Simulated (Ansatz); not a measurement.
Species: C$_{4}$H$_{10}$OSi, net charge 0, singlet state. SMILES: C=C[SiH2]COC
Geometry from a B3LYP-D3(BJ)/def2-TZVP (Ansatz, an electronic-structure program) optimisation:
```xyz
16

C      2.8066    -1.1150    -0.2429
C      1.5920    -0.7561    -0.6547
Si     0.7990     0.8755    -0.2422
C     -0.8167     0.6104     0.7076
O     -1.6772    -0.1745    -0.1059
C     -2.9192    -0.4498     0.5060
H      3.2422    -2.0775    -0.4914
H      3.4229    -0.4585     0.3628
H      1.0247    -1.4610    -1.2580
H      1.7244     1.6629     0.6116
H      0.4964     1.6415    -1.4755
H     -0.6164     0.1029     1.6630
H     -1.2851     1.5758     0.9524
H     -3.5008    -1.0518    -0.1911
H     -3.4666     0.4753     0.7275
H     -2.7859    -1.0084     1.4413
```

Wanted: atomisation energy (electronic, to ground-state atoms), in kcal/mol. Valence correlation only, unless marked. UHF or UKS for open shells. Spin-orbit coupling is left out. No relativistic terms. The coupled-cluster limit lacks core correlation, which all-electron functionals hold. CBS marks a two-point X^-3 extrapolation of the correlation energy; Hartree-Fock from the larger set.

| level | program | atomisation energy (kcal/mol) |
|---|---|---|
| BLYP-D3(BJ)/def2-TZVPD | Ansatz + dftd3 | 1449.3 |
| BLYP/def2-TZVPD | Ansatz | 1433.1 |
| B97M-V/def2-TZVPD | Ansatz | 1452.4 |
| PBE0/6-31G* | Ansatz | 1449.0 |
| r2SCANh/def2-TZVPD | Ansatz | 1445.0 |
| r2SCAN0-D4/def2-TZVPD | Ansatz + dftd4 | 1436.5 |
| CAM-B3LYP-D3(BJ)/def2-TZVPD | Ansatz + dftd3 | 1459.5 |

### Question
What does CCSD(T)/CBS(cc-pV(T+d)Z,cc-pV(Q+d)Z) (Ansatz) give?

### Answer
1453.5 kcal/mol
